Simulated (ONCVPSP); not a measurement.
# Transferability test, ONCV potential for molybdenum (Mo)

molybdenum (Mo), optimised norm-conserving Vanderbilt (ONCV), made with ONCVPSP 4.0.1 (PBE, scalar-relativistic). Core [Ar] 3d10, reference 4s2 4p6 4d5 5s0.5 5p0.5. Waves: 4s+5s: rc 1.55 bohr, ncon 4, nbas 6, qcut 7.1 1/bohr, 3 projectors, debl 3.1 Ha; 4p+5p: rc 2.25 bohr, ncon 3, nbas 7, qcut 6.9 1/bohr, 2 projectors; 4d: rc 2.65 bohr, ncon 4, nbas 9, qcut 5.2 1/bohr, 2 projectors, debl 0.6 Ha. Local part: polynomial inside 1.10 bohr (lpopt 5, dvloc0 -1 Ha). Core correction: Teter function, fcfact 2.75, rcfact 1.05.

Energies are relative to the spin-unpolarised reference configuration 4s2 4p6 4d5 5s0.5 5p0.5; without spin polarisation the order of configurations can differ from experiment.

```tsv
valence configuration	charge	ΔE all-electron (eV)	error AE − PS (meV)
4s2 4p6 4d5 5s1 5p0	0	-1.544	+0.3
4s2 4p6 4d5 5s0 5p0	+1	5.346	+0.1
4s2 4p6 4d4 5s1 5p0	+1	6.520	+24
```

Q: What are ΔE and the potential's error for 4s2 4p6 4d4 5s0 5p0?

A: ΔE = 20.808 eV all-electron; the error (AE − PS) is +8.6 meV.

Levels in the configuration 4s2 4p6 4d5 5s0 5p0:

```json
{"level": "4s", "all-electron (eV)": "-71.114", "pseudo (eV)": "-71.146"}
{"level": "4p", "all-electron (eV)": "-45.289", "pseudo (eV)": "-45.310"}
{"level": "4d", "all-electron (eV)": "-10.414", "pseudo (eV)": "-10.426"}
```
